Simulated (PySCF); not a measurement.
# What went wrong, or what changed?

The sound run of [Dy(H2O)7]3+ (singlet in the valence; each metal's 4f electrons, 9 of them, lie in its core potential, out of spins and levels) uses PySCF 2.14.0, RKS BP86, Dy lcecp-1-SVP with ECP55, O def2-SVP, H def2-SVP; non-relativistic Hamiltonian with scalar-relativistic core potentials where named; density fitting; no spin-orbit coupling, grid (50, 194), threshold 1e-8 and 55 cycles at the relaxed geometry:
```xyz
22

Dy    0.0000    0.0000    0.0000
O    -0.0027    0.0000    2.3834
H     0.7697    0.0000    2.9987
H    -0.7768    0.0000    2.9965
O    -0.0027    0.0000   -2.3834
H     0.7697    0.0000   -2.9987
H    -0.7768    0.0000   -2.9965
O     2.4482    0.0000    0.0000
H     3.0615    0.0000    0.7698
H     3.0615    0.0000   -0.7698
O     0.7511    2.3131    0.0000
H     0.9187    2.8965    0.7746
H     0.9187    2.8965   -0.7746
O    -1.9747    1.4368    0.0000
H    -2.4449    1.8267    0.7718
H    -2.4449    1.8267   -0.7718
O    -1.9747   -1.4368    0.0000
H    -2.4449   -1.8267    0.7718
H    -2.4449   -1.8267   -0.7718
O     0.7511   -2.3131    0.0000
H     0.9187   -2.8965    0.7746
H     0.9187   -2.8965   -0.7746
```
This run, with dm0 from free metal ions and neutral atoms, differs:

```python
mol = gto.M(atom='''
Dy     0.00002    -0.00000     0.00000
O     -0.00267     0.00000     2.38345
H      0.76974     0.00000     2.99866
H     -0.77682     0.00000     2.99650
O     -0.00267    -0.00000    -2.38345
H      0.76974    -0.00000    -2.99866
H     -0.77682    -0.00000    -2.99650
O      2.44824     0.00000    -0.00000
H      3.06150     0.00000     0.76982
H      3.06150    -0.00000    -0.76982
O      0.75110     2.31311    -0.00000
H      0.91873     2.89649     0.77461
H      0.91873     2.89649    -0.77461
O     -0.40428     0.29418    -0.00000
H     -2.44491     1.82665     0.77176
H     -2.44491     1.82665    -0.77176
O     -1.97470    -1.43683     0.00000
H     -2.44491    -1.82665     0.77176
H     -2.44491    -1.82665    -0.77176
O      0.75110    -2.31311     0.00000
H      0.91873    -2.89649     0.77461
H      0.91873    -2.89649    -0.77461''',
    basis={'Dy': 'lcecp-1-SVP', 'O': 'def2-SVP', 'H': 'def2-SVP'},
    ecp={'Dy': 'lcecp-1-SVP'},
    charge=3, spin=0)
mf = dft.RKS(mol, xc='B88,P86')
mf.grids.atom_grid = (50, 194)  # f atoms: unpruned, at least (60, 302)
mf = mf.density_fit()  # fitting sets: Dy AutoAux, O def2-universal-JKFIT, H def2-universal-JKFIT
mf.conv_tol = 1e-08; mf.max_cycle = 68
mf.kernel(dm0)
mf.nuc_grad_method().kernel()
```

What was changed, and how did it end?

One atom was put far too close to the first. It converged in 15 cycles, 715.324 eV from the sound run, largest force component 2979.78 eV/Å. The cycle limit differs too. These settings are unsound on purpose: the numbers aren't the compound's.
```
init E= -533.916629763149
cycle= 1 E= -540.629512577636  delta_E= -6.71  |g|= 4.22  |ddm|= 16.3
cycle= 2 E= -518.660494342735  delta_E=   22  |g|= 8.88  |ddm|= 26.1
cycle= 3 E= -543.11970892002  delta_E= -24.5  |g|= 1.79  |ddm|= 23.2
cycle= 4 E= -542.194557897235  delta_E= 0.925  |g|= 2.24  |ddm|= 6.27
cycle= 5 E= -544.531122704226  delta_E= -2.34  |g|= 0.753  |ddm|= 3.22
...
cycle= 13 E= -544.669603766305  delta_E= -1.51e-07  |g|= 0.000217  |ddm|= 0.000887
cycle= 14 E= -544.669603776662  delta_E= -1.04e-08  |g|= 0.000121  |ddm|= 0.000537
cycle= 15 E= -544.669603780377  delta_E= -3.72e-09  |g|= 1.52e-05  |ddm|= 0.000203
Extra cycle  E= -544.669603780305  delta_E= 7.19e-11  |g|= 2.49e-05  |ddm|= 5.36e-05
converged SCF energy = -544.669603780305
```

Run from Python with OMP_NUM_THREADS=4; the lines above give its settings.
It took 55 s on 4 threads of Intel(R) Xeon(R) Processor @ 2.50GHz (Skylake/Cascade Lake), on a shared host.

No frequency check is given that shows the relaxed geometry to be a minimum. An lcecp potential fixes the number of 4f electrons, so in runs with it no electron can move into or out of that shell.
